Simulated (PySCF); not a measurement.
# Spinor energies of Hf³⁺ (hafnium, charge +3)

Start: [Xe] 4f14 5d1; 5d3/2 filled at m_j = +3/2. Calculated with PySCF 2.14 in x2c-TZVPall-2c (11s11p10d2f, 108 functions): generalised Hartree-Fock with the X2C-1e Hamiltonian and a Gaussian nucleus; one run each with spin-orbit coupling (SO) switched off, then screened by Boettger's factors.

| spinor shell | electrons | ε, spin-free (eV) | ε, screened SO (eV) | weight of nominal j (screened SO) | rms radius, screened SO (bohr) |
| --- | --- | --- | --- | --- | --- |
| 1s1/2 | 2 | -65719.1 | -65700.8 | 1.000 | 0.0215 |
| 2s1/2 | 2 | -11399.3 | -11393.5 | 1.000 | 0.0869 |
| 2p1/2 | 2 | -10013.9 | -10862.9 | 1.000 | 0.0740 |
| 2p3/2 | 4 | -10013.9 | -9665.4 | 1.000 | 0.0812 |
| 3s1/2 | 2 | -2678.0 | -2676.0 | 1.000 | 0.222 |
| 3p1/2 | 2 | -2256.7 | -2440.9 | 1.000 | 0.214 |
| 3p3/2 | 4 | -2256.7 | -2179.7 | 1.000 | 0.228 |
| 3d3/2 | 4 | -1753.4 | -1786.2 | 1.000 | 0.202 |
| 3d5/2 | 6 | -1753.4 | -1729.7 | 1.000 | 0.206 |
| 4s1/2 | 2 | -591.72 | -591.02 | 1.000 | 0.498 |
| 4p1/2 | 2 | -451.00 | -493.41 | 1.000 | 0.508 |
| 4p3/2 | 4 | -451.00 | -433.02 | 1.000 | 0.541 |
| 4d3/2 | 4 | -265.53 | -272.04 | 1.000 | 0.571 |
| 4d5/2 | 6 | -265.53 | -260.54 | 1.000 | 0.583 |
| 5s1/2 | 2 | -107.19 | -107.00 | 1.000 | 1.22 |
| 5p1/2 | 2 | -70.291 | -76.729 | 0.998 | 1.35 |
| 5p3/2 | 4 | -70.291 | -67.408 | 0.998 | 1.45 |
| 4f5/2 | 6 | -58.390 | -59.084 | 0.998 | 0.742 |
| 4f7/2 | 8 | -58.390 | -57.264 | 0.999 | 0.743 |
| 5d3/2 | 1 | -32.283 | -32.636 | 1.000 | 2.09 |

```json
{"quantity": "E (hartree)", "spin-free": "-15065.44266", "screened SO": "-15081.28898"}
{"quantity": "M_J", "spin-free": "3/2", "screened SO": "3/2"}
{"quantity": "⟨J²⟩", "spin-free": "4.472", "screened SO": "3.752"}
{"quantity": "⟨L²⟩", "spin-free": "6.006", "screened SO": "6.113"}
{"quantity": "⟨S²⟩", "spin-free": "0.751", "screened SO": "0.859"}
```

Each row is a mean over spinors that exchange with the open shell spreads, by up to 2.723 eV (5p1/2).

Breit and QED terms are absent; they matter most for the inner s and p1/2 levels.

Densities and radii are taken from the X2C orbitals without a picture-change correction, which distorts them close to the nucleus.

Without spin-orbit coupling the j labels of p, d and f shells carry no meaning; the spin-free column gives the mean over the occupied spinors of each nl shell, and its ⟨J²⟩ belongs to a mixture of degenerate components.
